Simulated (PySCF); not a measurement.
Si(F)2(GeH3)(Me), SMILES C[Si](F)(F)[GeH3] (CH6F2GeSi), B3LYP/def2-SVP optimised geometry.

```
11

C      1.00    -0.26     0.00
Si    -0.87    -0.26     0.00
F     -1.39     1.29     0.00
F     -1.39    -0.90    -1.40
Ge    -1.96    -1.40     1.79
H      1.37     0.29    -0.88
H      1.39    -1.29    -0.04
H      1.39     0.23     0.91
H     -3.49    -1.37     1.60
H     -1.61    -0.74     3.14
H     -1.50    -2.87     1.84
```

Density from B3LYP/def2-TZVP (PySCF 2.14.0) at that geometry.

Minimum of the electron density along straight lines between bonded atoms, close to the bond critical point (lines longer than 1.1 times the sum of covalent radii, or with two minima, are not listed):

```csv
bond,length / Å,ρ at the minimum / e bohr⁻³,∇²ρ there / e bohr⁻⁵,position (fraction from the first atom)
C1–Si2,1.861,0.129,?,0.61
Si2–F3,1.628,0.130,0.86,0.42
Si2–F4,1.628,0.130,0.86,0.42
Si2–Ge5,2.389,?,?,0.50
C1–H6,1.103,0.267,-0.87,0.64
C1–H7,1.102,0.267,-0.88,0.64
C1–H8,1.102,0.267,-0.88,0.64
Ge5–H9,1.541,0.131,0.06,0.59
Ge5–H10,1.543,0.131,0.06,0.59
Ge5–H11,1.544,0.131,0.06,0.59
```

### Question
Some entries are withheld; supply them.

### Answer

- C1–Si2, ∇²ρ there / e bohr⁻⁵: 0.15
- Si2–Ge5, ρ at the minimum / e bohr⁻³: 0.094
- Si2–Ge5, ∇²ρ there / e bohr⁻⁵: -0.14
